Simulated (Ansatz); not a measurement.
Geometry optimisation, Ansatz, RKS revPBE/def2-SVP.

Input file:

```yaml
crystal:
  periodic: [false, false, false]
  atoms:
    - { symbol: C, position_ang: [-1.6676, 0.577, -0.7608] }
    - { symbol: Si, position_ang: [-0.1082, -0.322, -0.7312] }
    - { symbol: Al, position_ang: [1.31709, 0.16091, -2.57933] }
    - { symbol: C, position_ang: [0.10894, -1.41465, -2.27691] }
    - { symbol: S, position_ang: [0.93647, -2.91717, -1.95599] }
    - { symbol: H, position_ang: [-2.3059, 0.4076, 0.1371] }
    - { symbol: H, position_ang: [-1.4789, 1.7125, -0.8075] }
    - { symbol: H, position_ang: [-2.2546, 0.341, -1.6784] }
    - { symbol: H, position_ang: [0.18364, -1.16205, 0.40622] }
    - { symbol: H, position_ang: [2.78949, 0.63329, -3.0439] }
    - { symbol: H, position_ang: [-0.82939, -1.39426, -2.94193] }
    - { symbol: H, position_ang: [-0.22912, -3.53172, -1.46003] }
basis:
  gaussian: { orbitals: def2-SVP }
hamiltonian:
  xc: revpbe
relax:
  f_tol: 0.015
  max_steps: 40
```

Launched with:

```bash
$ ansatz run input.yaml --threads 2 --pin off --max-ram 3072MiB --backend cpu --events-out ev --progress --plain --runs-dir out
```

Question: Where does it end, and by what steps?

Answer: The forces met the threshold. After 17 steps the energy has fallen by 1.404 eV; H12 moved furthest, 1.40 Å. Joined: Al3–S5 (3.16 → 2.42 Å).

| step | energy less start (eV) | largest force component (eV/Å) | accepted |
| --- | --- | --- | --- |
| 0 | 0.0000 | 2.384 | yes |
| 1 | -0.6412 | 1.035 | yes |
| 2 | -0.8011 | 0.368 | yes |
| 3 | -0.8359 | 0.335 | yes |
| 4 | -0.8748 | 0.638 | yes |
| 5 | -0.9676 | 0.659 | yes |
| 6 | -1.1357 | 0.400 | yes |
| 7 | -1.2832 | 0.327 | yes |
| 8 | -1.3466 | 0.339 | yes |
| 9 | -1.3645 | 0.418 | yes |
| 10 | -1.3943 | 0.199 | yes |
| 11 | -1.3884 | 0.323 | no |
| 12 | -1.4007 | 0.057 | yes |
| 13 | -1.4022 | 0.153 | yes |
| 14 | -1.4039 | 0.043 | yes |
| 15 | -1.4043 | 0.022 | yes |
| 16 | -1.4030 | 0.057 | no |
| 17 | -1.4044 | 0.005 | yes |

```xyz
12
Properties=species:S:1:pos:R:3
C -1.720 0.813 -0.734
Si -0.289 -0.443 -0.778
Al 1.464 -0.309 -2.344
C -0.233 -1.448 -2.422
S 1.104 -2.698 -2.303
H -2.693 0.298 -0.582
H -1.580 1.532 0.099
H -1.773 1.391 -1.679
H -0.310 -1.304 0.474
H 2.535 0.234 -3.394
H -1.092 -1.800 -3.023
H 1.049 -3.175 -1.004
```

Whether the end is a true minimum wasn't checked by a vibrational analysis.

Time of the run: 87 s on 2 threads of Arm Neoverse N1 (shared host), peak memory 0.16 GiB.
